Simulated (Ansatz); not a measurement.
Energy needed to pull apart GaH3SO (SMILES [OH][GaH][SH]), singlet, into free ground-state atoms, from the structure below (displaced at random from a GFN2-xTB minimum); no zero-point or spin–orbit terms; open-shell atoms are treated unrestricted, in their ground-state multiplicity.

```tsv
atom	x (Å)	y (Å)	z (Å)
O1	-1.0145	-0.7533	0.2377
Ga2	0.1654	0.1185	-0.5993
S3	1.5122	1.1849	0.7366
H4	-1.5833	-1.4658	0.1129
H5	0.0212	0.1108	-2.1473
H6	1.1116	0.7381	1.6649
```

Computed with Ansatz 0.2.0 (basis: def2-TZVPP); correlated methods freeze the cores. Filled d shells of the heavier atoms are correlated. The def2 sets are not built for correlating such inner shells, so the correlated values are less sure here.

| method | atomization energy (eV) |
| --- | --- |
| SPW92 | 19.80 |
| PBE-D4 | 16.97 |
| r2SCAN-D4 | 17.08 |
| PBE0-D4 | 16.70 |
| r2SCANh-D4 | ? |
| wB97M-V | 17.01 |
| HF | 11.33 |
| MP2 | 17.03 |
| CCSD | ? |
| CCSD(T) | 16.64 |

Q: What does r2SCANh-D4 give? (An estimate is asked for; the value comes from the calculation.)

A: Computed: 16.93 eV, which is about 0.29 eV more than CCSD(T)/def2-TZVPP.

Q: What does CCSD give? (Judge from chemistry; the value comes from the calculation.)

A: The calculation gives: 16.34 eV, which is about 0.30 eV less than CCSD(T)/def2-TZVPP.

In triple zeta the MP2 and coupled-cluster atomization energies are still short of their basis limit by a few kcal/mol a bond, whereas those of the functionals are nearly converged, so these differences are not deviations from converged CCSD(T).

The T1 diagnostic stays at or below 0.014.

For scale, one of the runs: CCSD(T)/def2-TZVPP forces, 163 basis functions, launched by `ansatz run in.yaml --threads 4 --pin off --events-out ev --progress --plain --max-ram 5222MiB`. Time: 3.4 min of wall clock on 4 CPU threads of an Arm Neoverse N1; the host was shared. Peak host memory: 2.2 GiB.
